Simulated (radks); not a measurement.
Lu, 71 electrons, occupied as [Xe] 4f14 6s2 5f1 (not the ground configuration).

Calculated with a radial shooting solver on a logarithmic mesh with Libxc functionals: Dirac Kohn-Sham, PBEsol, spin-unpolarised, spherical densities, point nucleus; open shells fill j = l - 1/2 first.

Energy parts (Ry):
total: -29152.9040
kinetic: 32502.0299
electron-nucleus: -72479.9532
Hartree: 11419.7987
exchange-correlation: -594.7793

Orbitals (lengths in bohr, moments of r in powers of bohr):
| orbital | occ. | eigenvalue (Ry) | <1/r> |
|---|---|---|---|
| 1s1/2 | 2 | -4641.253 | 82.22 |
| 2s1/2 | 2 | -790.0098 | 19.89 |
| 2p1/2 | 2 | -754.0607 | 19.85 |
| 2p3/2 | 4 | -671.9659 | 16.96 |
| 3s1/2 | 2 | -179.4081 | 7.291 |
| 3p1/2 | 2 | -163.5136 | 7.206 |
| 3p3/2 | 4 | -146.0053 | 6.461 |
| 3d3/2 | 4 | -119.0312 | 6.352 |
| 3d5/2 | 6 | -115.2077 | 6.172 |
| 4s1/2 | 2 | -36.10895 | 3.054 |
| 4p1/2 | 2 | -29.64144 | 2.944 |
| 4p3/2 | 4 | -25.65237 | 2.683 |
| 4d3/2 | 4 | -15.02301 | 2.462 |
| 4d5/2 | 6 | -14.29498 | 2.398 |
| 5s1/2 | 2 | -5.00707 | 1.145 |
| 5p1/2 | 2 | -3.21209 | 1.011 |
| 5p3/2 | 4 | -2.69807 | 0.9201 |
| 4f5/2 | 6 | -1.29237 | 1.846 |
| 4f7/2 | 8 | -1.18026 | 1.815 |
| 6s1/2 | 2 | -0.68516 | 0.3866 |
| 5f5/2 | 1 | -0.03113 | 0.06532 |
| 5f7/2 | 0 | -0.03113 | 0.06531 |

The highest occupied level is 5f5/2 at -0.424 eV. The density falls to 0.001 e/bohr^3 at r = 4.63 bohr. Summed over all electrons, <r^2> = 374.9 bohr^2, which gives a Langevin (diamagnetic) susceptibility term of -297 x 10^-6 cm^3/mol.
